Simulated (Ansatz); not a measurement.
Mulliken charges of `[CH3][Mo]([OH])(=[S])=[S]` from B3LYP/def2-TZVPP in Ansatz (PBE0-D4/def2-TZVP geometry).

```json
{"atom": "C1", "x (Å)": "-1.224", "y (Å)": "0.500", "z (Å)": "-0.205", "charge (e)": "-0.430"}
{"atom": "Mo2", "x (Å)": "0.765", "y (Å)": "-0.138", "z (Å)": "-0.192", "charge (e)": "0.977"}
{"atom": "O3", "x (Å)": "1.247", "y (Å)": "-0.509", "z (Å)": "1.561", "charge (e)": "-0.491"}
{"atom": "S4", "x (Å)": "0.797", "y (Å)": "-1.795", "z (Å)": "-1.474", "charge (e)": "-0.323"}
{"atom": "S5", "x (Å)": "1.836", "y (Å)": "1.467", "z (Å)": "-1.017", "charge (e)": "-0.333"}
{"atom": "H6", "x (Å)": "-1.294", "y (Å)": "1.380", "z (Å)": "0.441", "charge (e)": "0.127"}
{"atom": "H7", "x (Å)": "-1.549", "y (Å)": "0.761", "z (Å)": "-1.213", "charge (e)": "0.130"}
{"atom": "H8", "x (Å)": "-1.848", "y (Å)": "-0.309", "z (Å)": "0.183", "charge (e)": "0.121"}
{"atom": "H9", "x (Å)": "1.360", "y (Å)": "-1.403", "z (Å)": "1.899", "charge (e)": "0.222"}
```

Q: By hand: the dipole of these point charges (1 e Å = 4.8032 D).

A: Σ q r = (-0.495, -0.083, 0.291) e Å, of length 0.580 e Å = 2.79 D.

Q: How does the dipole of the full density compare? (Estimate.)

A: The calculation gave: (-0.288, -0.229, 0.392) e Å, 2.58 D; the point charges give 1.08 times that, at 28° from its direction.

Point charges leave out the atoms' own dipoles, such as those of lone pairs, and Mulliken's split depends on the basis, so the two needn't agree.

B3LYP here is the variant with VWN-RPA as its local correlation; programs differ in this.
